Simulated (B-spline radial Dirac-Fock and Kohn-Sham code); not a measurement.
EELS cross sections of the Pt M4 (3d3/2) edge

System: neutral platinum in the configuration [Xe] 4f14 5d9 6s1. The computed values come from a B-spline atomic structure program: the first Born approximation with generalised oscillator strengths from a Dirac-Hartree-Slater potential (longitudinal and transverse terms; continuum final states only, so no white lines or fine structure). The edge is taken at 2202.0 eV (tabulated value).

Partial cross sections σ(β, Δ) in barn, integrated over a window Δ above the edge and up to the collection semi-angle β, for parallel illumination:

| E₀ (kV) | β (mrad) | Δ = 25 eV | Δ = 50 eV | Δ = 100 eV | Δ = 200 eV | Δ = 300 eV |
| --- | --- | --- | --- | --- | --- | --- |
| 60 | 5 | ? | ? | ? | ? | ? |
| 60 | 20 | 4.86 | 25.1 | 76.8 | 171 | 250 |
| 60 | 50 | 13.7 | 69.5 | 213 | 481 | 710 |
| 80 | 5 | 0.572 | 2.97 | 9.05 | 20.0 | 28.9 |
| 80 | 10 | 2.01 | 10.5 | 31.9 | 70.9 | 103 |
| 80 | 100 | 19.8 | 95.1 | 289 | 659 | 983 |
| 100 | 50 | 13.2 | 66.4 | 204 | 463 | 687 |
| 120 | 5 | 0.864 | 4.51 | 13.7 | 30.4 | 44.0 |
| 120 | 10 | 2.75 | 14.3 | 43.9 | 97.9 | 142 |
| 200 | 5 | 1.44 | 7.56 | 23.1 | 51.4 | 74.5 |
| 200 | 10 | 3.77 | 19.7 | 60.7 | 136 | 200 |
| 200 | 100 | 14.2 | 66.9 | 202 | 463 | 693 |
| 300 | 5 | 2.15 | 11.3 | 34.6 | 77.5 | 113 |
| 300 | 20 | 7.51 | 38.8 | 120 | 272 | 404 |

Problem. Give the row for 60 kV and 5 mrad.

Solution. 0.425 b for 25 eV, 2.20 b for 50 eV, 6.69 b for 100 eV, 14.8 b for 200 eV, 21.3 b for 300 eV.
